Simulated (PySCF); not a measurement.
HNP, SMILES [NH+]#P, charge +1. The structure is a stationary point at PBE-D3(BJ)/def2-TZVPD. The isomer is the one that the SMILES or the coordinates give; other isomers of the formula were not compared.

These are PBE-D3(BJ)/def2-TZVPD run with PySCF 2.14.0 values and carry that method's errors.

Harmonic wavenumbers (cm⁻¹): 662, 662, 1393, 3500. Rotational constants (GHz): 20.29 (linear); symmetry number 1.

**Question.** Work out the zero-point energy and the ideal-gas rigid-rotor harmonic-oscillator thermochemistry at 298.15 K and 1 atm.

**Answer.** ZPE = ½ Σ hcν = ½ × 6217 cm⁻¹ = 8.89 kcal/mol. H − E(el) = 11.13 kcal/mol. Entropy in cal/(mol K): translation 37.40, rotation 13.36, vibration 0.73, total 51.49. G − E(el) = -4.22 kcal/mol. Cp = 8.87 cal/(mol K).
